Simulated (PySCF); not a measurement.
System: CCl2, singlet: symmetric bend, bond length relaxed. Scanned: Cl-C-Cl angle. Other coordinates (C-Cl bond length) were minimised at B3LYP/def2-TZVP.

Computed with: RKS-B3LYP/LANL2DZ = restricted B3LYP/LANL2DZ, with its core potentials past Ne (PySCF); RHF/STO-3G = restricted Hartree-Fock/STO-3G in PySCF; RHF/LANL2DZ = restricted Hartree-Fock/LANL2DZ, with its core potentials past Ne (PySCF); CCSD(T) on RHF/cc-pVTZ, 11 core orbitals frozen (PySCF).

Energies relative to the lowest point of each profile, in kJ/mol; the last columns give the difference from CCSD(T):

```
a / °  RKS-B3LYP/LANL2DZ  RHF/STO-3G  RHF/LANL2DZ  CCSD(T)  RKS-B3LYP/LANL2DZ − CCSD(T)  RHF/STO-3G − CCSD(T)  RHF/LANL2DZ − CCSD(T)
-----  -----------------  ----------  -----------  -------  ---------------------------  --------------------  ---------------------
180                    —           —          1.0        —                            —                     —                      —
170                    —           —          0.9        —                            —                     —                      —
160                    —           —          0.0    242.3                            —                     —                 -242.3
150                    —       245.0          5.0    169.4                            —                  75.6                 -164.4
140                113.5       151.1         27.1    103.1                         10.4                  48.0                  -76.0
130                 55.8        79.1         61.9     50.7                          5.1                  28.4                   11.1
120                 17.4        27.6        108.9     14.9                          2.5                  12.8                   94.1
110                  0.0         0.0        171.4      0.0                          0.0                   0.0                  171.4
100                  8.5         2.6        254.3     12.7                         -4.2                 -10.0                  241.6
90                  51.5        48.5        365.5     63.0                        -11.5                 -14.5                  302.5
```

RKS-B3LYP/LANL2DZ is furthest from CCSD(T) at 90 (-11.5 kJ/mol, below); its mean absolute difference over the points is 5.6 kJ/mol.

RHF/STO-3G is furthest from CCSD(T) at 150 (75.6 kJ/mol, above); its mean absolute difference over the points is 27.1 kJ/mol.

RHF/LANL2DZ is furthest from CCSD(T) at 90 (302.5 kJ/mol, above); its mean absolute difference over the points is 162.9 kJ/mol.

A dash means that the run gave no value there, or that the column was ended at a point which the program doubted or which failed a test of continuity chosen for this set; such a test can also cut sound points.

The scan ran from 180.0 to 80.0; beyond the range shown the relaxed coordinates jump or full CI changes its symmetry label.
